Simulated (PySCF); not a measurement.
# What a mistake does to a calculation on AlBH5NO

Calculated results; nothing here was measured. They come from PySCF 2.14.0, an open-source quantum chemistry program, on an isolated molecule that a program drew, which may never have been made. The molecule is AlBH5NO (charge 0, singlet), drawn as the SMILES string `NB[O][AlH2]`.

Each row is a Hartree-Fock (HF) and frozen-core CCSD(T) single point in the cc-pV(D+d)Z basis, meant for a local HF minimum. Run 1 is clean. Each other run has one planted mistake out of seven kinds, and not every kind appears here: one electron removed, one electron added, multiplicity raised by two, geometry at a saddle point, minimal basis STO-3G, one bond length entered in bohr, all coordinates scaled. The reference is restricted for singlets and unrestricted otherwise, and also for a bond in bohr. Adding or removing an electron swaps singlet and doublet. Electrons count all cores. HOMO and LUMO are orbital energies over both spins, the gradient is its largest component, and the lowest frequency (negative if imaginary) is given only where the gradient is small. Bond lengths are over the 8 bonds as drawn. T1 is the CCSD diagnostic: over 0.02 (restricted) or 0.045 (unrestricted) a single reference is doubtful.

Geometry of the clean run:
```xyz
9
AlBH5NO, angstrom
N    -2.9675   -2.0862    0.1236
B    -2.1710   -1.1262    0.7581
O    -2.7425   -0.1504    1.5238
Al   -2.4358    1.2021    2.4909
H    -2.5915   -2.8145   -0.4435
H    -3.9632   -2.0926    0.2060
H    -0.9725   -1.1811    0.6130
H    -0.9546    1.6848    2.7233
H    -3.6786    1.9265    3.1250
```

| run | electrons | basis functions | <S^2> | HOMO (eV) | LUMO (eV) | gradient (hartree/bohr) | lowest frequency (cm^-1) | mean bond (Å) | longest bond (Å) | T1 | HF (hartree) | CCSD(T) (hartree) | mistake |
|---|---|---|---|---|---|---|---|---|---|---|---|---|---|
| 1 | 38 | 90 | 0.000 | -11.10 | 1.69 | 3.8e-05 | 28 | 1.3509 | 1.691 | 0.0142 | -398.97728 | -399.53065 | no fault |
| 2 | 38 | 90 | 0.000 | -10.80 | 1.45 | 5.9e-02 | - | 1.4495 | 1.814 | 0.0171 | -398.93621 | -399.50348 | all coordinates scaled |
| 3 | 38 | 29 | 0.000 | -7.96 | 8.80 | 4.2e-02 | - | 1.3509 | 1.691 | 0.0176 | -394.00531 | -394.20746 | minimal basis STO-3G |
| 4 | 37 | 90 | 0.762 | -15.12 | -7.07 | 1.1e-01 | - | 1.3509 | 1.691 | 0.0297 | -398.65250 | -399.16625 | one electron removed |
| 5 | 39 | 90 | 0.766 | 0.92 | 8.00 | 5.1e-02 | - | 1.3509 | 1.691 | 0.0159 | -398.92872 | -399.49575 | ? |
| 6 | 38 | 90 | 0.727 | -10.74 | 1.58 | 2.5e-02 | - | 1.4618 | 1.883 | 0.0594 | -398.82341 | -399.37679 | ? |

**Which mistake was planted in run 5, and what did it cost?**

It counts 39 electrons, one more than the clean run, at the same geometry and basis. So the mistake is: one electron added. Subtracting run 1 and multiplying by 627.51 kcal/mol a hartree, the energy moved by 30.5 kcal/mol in HF and 21.9 kcal/mol in CCSD(T).

**Which mistake was planted in run 6, and what did it cost?**

The mean bond changes by a factor of 1.082 and the longest by 1.114, so the molecule wasn't scaled as a whole. A length L in bohr read as angstrom grows by (1/0.5292 - 1) L = 0.890 L. The 8 bonds together grew by 8 x 0.1109 = 0.887 Å, which gives L = 0.997 Å. That is the length of one of the H-N bonds, 0.997 Å in the clean geometry. So the mistake is: one bond length entered in bohr. Subtracting run 1 and multiplying by 627.51 kcal/mol a hartree, the energy moved by 96.6 kcal/mol in HF and 96.5 kcal/mol in CCSD(T).

Cautions from the logs. Run 5: the HOMO is above zero, so the electron isn't bound and the energy depends on the basis; run 6: T1 is over the limit, so its CCSD(T) energy is less reliable.
